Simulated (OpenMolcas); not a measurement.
Ti3+: effect of the ligand basis

Ti3+ with 6 ligands (bromide) in octahedral coordination (Oh) at 2.58 Å. A charge of +0.5 e stands 2.8 Å behind each ligand.

```
Program             : OpenMolcas
Method              : CASSCF
Spin-orbit coupling : RASSI with atomic mean-field integrals over the reference wave functions
```

Fixed: metal basis ANO-RCC-VTZP, active space 1 electron in 5 orbitals (3d), DKH2 Hamiltonian.

States (labels of O, the rotations of Oh). Energies in cm-1 above the lowest state or level, χT in cm3 K/mol; under a threefold ground state the first gap can be a small split of the lowest multiplet, not the spin-orbit step; 10Dq is the gap between the two states.

```tsv
Run	Ligand basis	Ground state	First state of that spin	10Dq	First gap with spin-orbit (degeneracies)	χT at 300 K	Cost
A	ANO-RCC-VDZP	2T2	2E 9527	9527	255.9 (4, 2)	0.429	roughly 50 core-seconds
B	ANO-RCC-VTZP	2T2	2E 9492	9492	257.5 (4, 2)	0.429	roughly 3 core-minutes
```

Against A, |10Dq| changes by -0.4 % in B.

Costs are those of the RASSCF and RASSI steps.

An orbital triplet at a regular site is open to Jahn-Teller coupling, which can distort the site and quench the lowest spin-orbit gaps and is left out. Ligand-to-metal charge-transfer states are missing. With metal d orbitals alone and no dynamic correlation the field as a rule comes out too small, by tens of per cent, by up to half for chloride and softer ligands. The least metal-like active orbital is 84 % on the metal (Löwdin) and no ligand orbital is active, so the numbers are rough (holds for B). No measured value stands beside these numbers; the geometry is a model, was not optimised and need not be the one that this ion takes.
